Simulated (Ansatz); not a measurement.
The cluster Mo4⁺. Total charge 1; quartet. Geometry PBE-D4/def2-SVP; atoms count from 1.

```xyz
4

Mo    0.245   -1.467    0.043
Mo   -1.433    0.501    0.155
Mo    0.234    0.736   -1.316
Mo    0.954    0.230    1.118
```

In the def2 sets Mo takes a core potential; there is no spin–orbit coupling. At PBE0-D4/def2-TZVP a doublet of charge 1 lies 0.49 eV below the quartet, each at its own geometry. The structure comes from a short search, and lower isomers may exist.

Problem. Estimate the Mulliken populations from the PBE0/def2-TZVP orbitals of Ansatz.

Solution. 
| atom | charge (e) | spin (α − β) | d electrons |
| --- | --- | --- | --- |
| Mo1 | 0.25 | 0.83 | 4.83 |
| Mo2 | 0.27 | 1.29 | 4.87 |
| Mo3 | 0.27 | 1.29 | 4.87 |
| Mo4 | 0.21 | -0.42 | 4.80 |
Mulliken values depend strongly on the basis.

Problem. Where does the spin sit?

Solution. Summed by element: Mo 3.00, of 3 unpaired in all. Largest on single atoms: Mo3 1.29, Mo2 1.29, Mo1 0.83.

Problem. And the Mayer bond orders between heavy atoms (over 0.3)?

Solution. Mo1–Mo2 1.17 (2.59 Å); Mo1–Mo3 1.17 (2.59 Å); Mo1–Mo4 2.98 (2.13 Å); Mo2–Mo3 2.41 (2.24 Å); Mo2–Mo4 1.25 (2.59 Å); Mo3–Mo4 1.25 (2.59 Å).
